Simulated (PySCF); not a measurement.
C7H14SSi.
Structure used (PBE0-D3(BJ)/def2-SVP), in Å, numbered top down from 1:
```xyz
23
C7H14SSi angstrom
Si     3.0832   -0.3786   -0.4299
S      1.5460    1.1049   -0.5092
C      0.1400    0.1980    0.2685
C     -0.2539   -1.0524   -0.5289
C     -1.7326   -1.4329   -0.3571
C     -2.5886   -0.1870   -0.1333
C     -2.1620    0.4830    1.1875
C     -1.0428    1.1645    0.3750
C     -1.9736    1.0391   -0.8518
H      3.1433   -0.9855    0.9367
H      2.9035   -1.4837   -1.4210
H      4.3546    0.3397   -0.7324
H      0.4633   -0.0644    1.2896
H      0.4045   -1.8987   -0.2772
H     -0.0683   -0.8315   -1.5910
H     -2.0655   -1.9791   -1.2545
H     -1.8732   -2.1196    0.4948
H     -3.6588   -0.3975   -0.2819
H     -2.9034    1.2160    1.5388
H     -1.8697   -0.1685    2.0284
H     -0.7073    2.1649    0.6880
H     -2.6848    1.8769   -0.8910
H     -1.5212    0.9094   -1.8473
```

All values: PBE0/pcSseg-1 (PySCF, non-relativistic), on one gas-phase PBE0-D3(BJ)/def2-SVP geometry that isn't relaxed in the solvent. The solvent is an IEF-PCM continuum (Bondi radii, 1.10 Å for H, scaled by 1.2). Only the electrostatic response of the medium enters.

Gas phase at PBE0/pcSseg-1: HOMO -6.84 eV, LUMO 0.36 eV, dipole 1.88 D.

Problem. What does the continuum do to the energy, the frontier levels and the dipole at PBE0/pcSseg-1 in chloroform?

Solution. 
```tsv
solvent	ε	E(solvent) − E(gas) (kcal/mol)	polarisation term (kcal/mol)	distortion of the solute (kcal/mol)	HOMO (eV)	LUMO (eV)	dipole (D)
chloroform	4.711	-1.79	-2.00	0.21	-6.92	0.39	2.36
```

The polarisation term is half the interaction of the solute with the surface charges that it induces; the rest is the cost of distorting the solute's density. The sum is the electrostatic part of solvation alone.

Problem. Which radius a makes the point-dipole formula ΔE = −[(ε − 1)/(2ε + 1)]·μ²/a³ give the value in chloroform, with the gas-phase dipole?

Solution. μ = 0.738 au and |ΔE| = 0.00285 Eh give a = 2.16 Å; the farthest nucleus lies 4.90 Å from the centroid of the nuclei, so such a sphere wouldn't even hold the nuclei. The formula assumes a rigid point dipole at the centre of a sphere.

Problem. Give the dipole vector in the frame of the coordinates (D, pointing from negative to positive charge), gas and chloroform.

Solution. Gas (-1.26, -1.28, 0.54), solvent (-1.46, -1.70, 0.73). Its length changes by +26 % and its direction by 4°.

Problem. Which Hirshfeld charges (PBE0/pcSseg-1) respond most in chloroform (means over atoms taken as equivalent)?

Solution. 
```csv
atoms,environment,gas (e),solvent (e),change
S2,sulfur bonded to C and Si,-0.086,-0.109,-0.023
H13,methine hydrogen,+0.033,+0.037,+0.004
H14,methylene hydrogen,+0.037,+0.040,+0.003
Si1,SiH3 silicon,+0.278,+0.280,+0.002
H20,methylene hydrogen,+0.033,+0.035,+0.002
H17,methylene hydrogen,+0.035,+0.037,+0.002
H19,methylene hydrogen,+0.042,+0.044,+0.002
C9,four-membered-ring carbon,-0.074,-0.076,-0.002
H16,methylene hydrogen,+0.040,+0.042,+0.002
H10/H11/H12,Si–H hydrogen,-0.074,-0.073,+0.001
H18,methine hydrogen,+0.035,+0.037,+0.002
H22,methylene hydrogen,+0.042,+0.043,+0.001
```

Problem. Which Mayer bond orders change most in chloroform?

Solution. 
| bond | length (Å) | gas | solvent | change |
| --- | --- | --- | --- | --- |
| S2–C3 | 1.845 | 1.017 | 1.001 | -0.016 |
| Si1–S2 | 2.138 | 0.973 | 0.961 | -0.012 |
| Si1–H11 | 1.495 | 0.907 | 0.911 | +0.004 |
| Si1–H10 | 1.497 | 0.918 | 0.921 | +0.003 |
| C3–C4 | 1.534 | 0.960 | 0.962 | +0.002 |
| C4–C5 | 1.536 | 1.030 | 1.032 | +0.002 |
| C7–C8 | 1.542 | 0.963 | 0.965 | +0.002 |
| C3–H13 | 1.103 | 0.924 | 0.922 | -0.002 |

The run took 46 s wall on one thread, Arm Neoverse V2 (aarch64), shared host with 192 logical CPUs at a one-minute load of 46, and the process peaked at 1.3 GiB of memory. This is the whole shielding run at PBE0/pcSseg-1 in chloroform, SCF included.
